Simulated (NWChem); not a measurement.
System: CdGeH4; SMILES [GeH3][CdH]

```xyz
6

Cd     0.0000     0.0000     1.0634
H      0.0000     0.0000     2.7571
Ge     0.0000     0.0000    -1.4866
H     -0.2434     1.4082    -2.0763
H      1.3413    -0.4933    -2.0763
H     -1.0978    -0.9149    -2.0763
```
Atoms are numbered in this order, from 1.

Computed with NWChem. All runs use the structure optimised with PBE0/def2-SVP. def2 effective core potentials on Cd; no spin-orbit coupling.

Problem. Order these by “orbital gap (eV)”, lowest first: PBE/def2-TZVP; B3LYP/def2-TZVP; CAM-B3LYP/def2-TZVP.

Solution. PBE/def2-TZVP (4.46), B3LYP/def2-TZVP (5.66), CAM-B3LYP/def2-TZVP (8.08)
